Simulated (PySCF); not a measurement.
CH₆F₃GeNSi (SMILES C[N]([GeH3])[Si](F)(F)F), singlet, geometry from GFN2-xTB; CASSCF(8,6)/STO-3G (PySCF).

PySCF was given this input:
```python
from pyscf import gto, scf, mcscf
import numpy

mol = gto.Mole()
mol.atom = '''
    Si    1.08516471   -0.62490951   -0.37896858
    F     1.51820010   -0.25017501   -1.86011201
    F     1.54292841   -2.13041649   -0.20162919
    F     2.00169455    0.27940338    0.54032573
    N    -0.53967031   -0.41206700    0.04201982
    C    -1.55215053   -1.35630061   -0.42441279
    Ge   -1.18986940    1.21015567    0.64092668
    H    -1.14020728   -2.36259523   -0.46937290
    H    -1.92498289   -1.08578931   -1.41638187
    H    -2.39304408   -1.34887584    0.27232972
    H    -2.25949785    0.84247758    1.62565247
    H    -1.81237785    1.94365152   -0.51424997
    H    -0.06118716    1.96784906    1.24300574
'''
mol.basis = 'sto-3g'
mol.verbose = 4
mol.build()

mf = scf.RHF(mol)
mf.kernel()
mc = mcscf.CASSCF(mf, 6, 8)
mc.fix_spin_(ss=0.0)
mc.kernel()
occ = numpy.linalg.eigvalsh(mc.fcisolver.make_rdm1(mc.ci, mc.ncas, mc.nelecas))[::-1]
ss = mc.fcisolver.spin_square(mc.ci, mc.ncas, mc.nelecas)[0]
print('natural occupations', occ.round(4), ' <S^2>', round(ss, 4))
```

What the program printed (banner, timings and long lists left out):

```
PySCF version 2.14.0

[INPUT] verbose = 4
[INPUT] num. atoms = 13
[INPUT] num. electrons = 92
[INPUT] charge = 0
[INPUT] spin (= nelec alpha-beta = 2S) = 0
[INPUT] symmetry False subgroup None
[INPUT] Mole.unit = angstrom
[INPUT] Symbol           X                Y                Z      unit          X                Y                Z       unit  Magmom
[...]
nuclear repulsion = 703.240259525788
number of shells = 34
number of NR pGTOs = 174
number of NR cGTOs = 58
basis = sto-3g
ecp = {}

******** <class 'pyscf.scf.hf.RHF'> ********
method = RHF
initial guess = minao
damping factor = 0
level_shift factor = 0
DIIS = <class 'pyscf.scf.diis.CDIIS'>
diis_start_cycle = 1
diis_space = 8
diis_damp = 0
SCF conv_tol = 1e-09
SCF conv_tol_grad = None
SCF max_cycles = 50
direct_scf = True
direct_scf_tol = 1e-13
Set gradient conv threshold to 3.16228e-05
Initial guess from minao.
init E= -2724.05923119418
[...]
cycle= 1 E= -2726.07843002156  delta_E= -2.02  |g|= 0.64  |ddm|= 4.32
[...]
cycle= 2 E= -2726.23847454675  delta_E= -0.16  |g|= 0.119  |ddm|= 1.13
[...]
cycle= 3 E= -2726.24414863127  delta_E= -0.00567  |g|= 0.0392  |ddm|= 0.206
[...]
cycle= 4 E= -2726.24491934519  delta_E= -0.000771  |g|= 0.0126  |ddm|= 0.0782
[...]
cycle= 5 E= -2726.24501930946  delta_E= -0.0001  |g|= 0.00231  |ddm|= 0.0331
[...]
cycle= 6 E= -2726.24502288173  delta_E= -3.57e-06  |g|= 0.000408  |ddm|= 0.00639
[...]
cycle= 7 E= -2726.24502300454  delta_E= -1.23e-07  |g|= 8.7e-05  |ddm|= 0.00126
[...]
cycle= 8 E= -2726.2450230108  delta_E= -6.26e-09  |g|= 2.79e-05  |ddm|= 0.000267
[...]
cycle= 9 E= -2726.24502301153  delta_E= -7.33e-10  |g|= 4.72e-06  |ddm|= 0.000111
[...]
Extra cycle  E= -2726.24502301155  delta_E= -2.09e-11  |g|= 2.01e-06  |ddm|= 1.04e-05
converged SCF energy = -2726.24502301155

******** <class 'pyscf.mcscf.mc1step.CASSCF'> ********
CAS (4e+4e, 6o), ncore = 42, nvir = 10
max_cycle_macro = 50
max_cycle_micro = 4
conv_tol = 1e-07
conv_tol_grad = None
orbital rotation max_stepsize = 0.02
orbital rotation threshold for CI restart = 0.01
augmented hessian ah_max_cycle = 30
augmented hessian ah_conv_tol = 1e-12
augmented hessian ah_linear dependence = 1e-14
augmented hessian ah_level shift = 1e-08
augmented hessian ah_start_tol = 2.5
augmented hessian ah_start_cycle = 3
augmented hessian ah_grad_trust_region = 3
kf_trust_region = 3
kf_interval = 4
ci_response_space = 4
ci_grad_trust_region = 3
with_dep4 0
natorb = False
canonicalization = True
sorting_mo_energy = False
[...]
CASCI E = -2726.24712193212  S^2 = 0.0000000
[...]
macro iter  10 (  7 JK    2 micro), CASSCF E = -2726.27494306945  dE = -1.97256930e-04  S^2 = 0.0000000
               |grad[o]|=0.00226  |grad[c]|=0.0084  |ddm|=0.00334  |maxRot[o]|=0.0696
macro iter  11 (  7 JK    2 micro), CASSCF E = -2726.27512824092  dE = -1.85171471e-04  S^2 = 0.0000000
               |grad[o]|=0.00203  |grad[c]|=0.0118  |ddm|=0.00384  |maxRot[o]|=0.0696
macro iter  12 (  7 JK    2 micro), CASSCF E = -2726.27527764666  dE = -1.49405736e-04  S^2 = 0.0000000
               |grad[o]|=0.00179  |grad[c]|=0.0154  |ddm|=0.0032  |maxRot[o]|=0.0691
macro iter  13 (  7 JK    2 micro), CASSCF E = -2726.27537162450  dE = -9.39778420e-05  S^2 = 0.0000000
               |grad[o]|=0.0014  |grad[c]|=0.0159  |ddm|=0.00159  |maxRot[o]|=0.0697
macro iter  14 (  6 JK    2 micro), CASSCF E = -2726.27540269291  dE = -3.10684113e-05  S^2 = 0.0000000
               |grad[o]|=0.000838  |grad[c]|=0.00735  |ddm|=0.00116  |maxRot[o]|=0.0499
macro iter  15 (  9 JK    3 micro), CASSCF E = -2726.27538161930  dE =  2.10736116e-05  S^2 = 0.0000000
               |grad[o]|=0.000358  |grad[c]|=0.0085  |ddm|=0.00684  |maxRot[o]|=0.0732
macro iter  16 (  7 JK    2 micro), CASSCF E = -2726.27540121558  dE = -1.95962843e-05  S^2 = 0.0000000
               |grad[o]|=0.000715  |grad[c]|=0.000987  |ddm|=0.000667  |maxRot[o]|=0.0209
macro iter  17 (  5 JK    2 micro), CASSCF E = -2726.27540905866  dE = -7.84307758e-06  S^2 = 0.0000000
               |grad[o]|=0.000397  |grad[c]|=0.000772  |ddm|=0.000481  |maxRot[o]|=0.0164
macro iter  18 (  3 JK    1 micro), CASSCF E = -2726.27541036441  dE = -1.30575063e-06  S^2 = 0.0000000
               |grad[o]|=0.000154  |grad[c]|=0.000435  |ddm|=0.000193  |maxRot[o]|=0.00953
macro iter  19 (  6 JK    1 micro), CASSCF E = -2726.27541046907  dE = -1.04655555e-07  S^2 = 0.0000000
               |grad[o]|=5.1e-05  |grad[c]|=0.000213  |ddm|=7.62e-05  |maxRot[o]|=0.00321
macro iter  20 (  3 JK    1 micro), CASSCF E = -2726.27541049742  dE = -2.83589543e-08  S^2 = 0.0000000
               |grad[o]|=4.09e-05  |grad[c]|=0.000117  |ddm|=4.33e-05  |maxRot[o]|=0.000955
1-step CASSCF converged in  20 macro (173 JK  45 micro) steps
CASSCF canonicalization
Density matrix diagonal elements [1.99607188 1.99692922 1.97957915 1.98934855 0.01912099 0.01895021]
CASSCF energy = -2726.27541049742
CASCI E = -2726.27541049742  E(CI) = -15.3181272996803  S^2 = 0.0000000
natural occupations [1.9992 1.999  1.9848 1.9796 0.0201 0.0173]  <S^2> 0.0
```
